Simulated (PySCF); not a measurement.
## Structure elucidation problem

Molecular formula: C$_{7}$H$_{10}$O$_{2}$Si. Simulated spectra:

1H NMR (600 MHz, computed): δ 6.84 (m, 1H), 6.48 (m, 1H), 5.93 (br s, 1H), 5.13 (m, 1H), 4.76 (m, 1H), 2.78 (m, 1H), 1.71 (m, 1H), 1.23 (m, 1H), 1.10 (m, 1H), 0.90 (m, 1H).

13C{1H} NMR (computed): δ 185.3 (C), 158.0 (CH), 154.1 (CH), 40.6 (CH), 26.1 (C), 18.7 (CH2), 15.8 (CH2).

A single conformation, no relativistic terms, no solvent. Geometry: GFN2-xTB; shielding tensors at PBE0/pcSseg-1 (GIAO); PySCF.

Referencing at the same level of theory: 1H (31.72 ppm) and 13C (186.93 ppm) against TMS.

Task: Choose the structure that fits.
A. C=C(C)/C=C(/C=O)[SiH2]C=O
B. CC#C[Si@@]1(C)C[C@@H]1C(=O)O
C. C=CC1=CC=C(CO)O[SiH2]1
D. O=C(O)C1([C@H]2C=C[SiH2]2)CC1

Result: D. 

The formula gives 4 degrees of unsaturation (2 rings in the answer). 7 carbon signals for 7 carbons: no two carbons are equivalent. Carbon types of the structure: 2 × C, 3 × CH, 2 × CH2, leaving 3 H on heteroatoms. δC 185.3: carboxylic acid carbon; lone-pair donation from the attached heteroatom keeps it upfield of a ketone carbonyl. δC 158.0, 154.1: alkene CH; the olefinic region. δC 26.1, 18.7, 15.8: three-membered-ring carbon; carbons of three-membered rings are unusually shielded. δH 6.84, 6.48: hydrogen on an alkene CH; attached to an sp2 carbon and in the plane of the double bond. δH 5.93: hydrogen on an acid hydroxyl oxygen; labile proton, position sensitive to the medium.

The others: CC#C[Si@@]1(C)C[C@@H]1C(=O)O would give 5 signals for carbon-bound and other non-exchanging H, not 9; C=C(C)/C=C(/C=O)[SiH2]C=O would give 7 signals for carbon-bound and other non-exchanging H, not 9; C=CC1=CC=C(CO)O[SiH2]1 would give 7 signals for carbon-bound and other non-exchanging H, not 9.

Exchangeable OH/NH protons stand at their gas-phase positions; hydrogen bonding in a real sample shifts them, mostly to higher δ. Shifts are as computed. Against solution values, carbons near 30 ppm lie about +3 ppm off and those near 130 ppm about +5 ppm. Of 1309 compounds with measured shifts, 239 miss one by over three times the rms of a fit or turn the order of signals round; such compounds aren't used in these exercises. The C=O carbon of an acid or of an amide with N–H lies up to 10 ppm further downfield in solution, through hydrogen bonding that the calculation lacks. Multiplicities follow the n + 1 count of equivalent neighbours, as no J values were calculated; m marks all less simple cases, F and P coupling included.
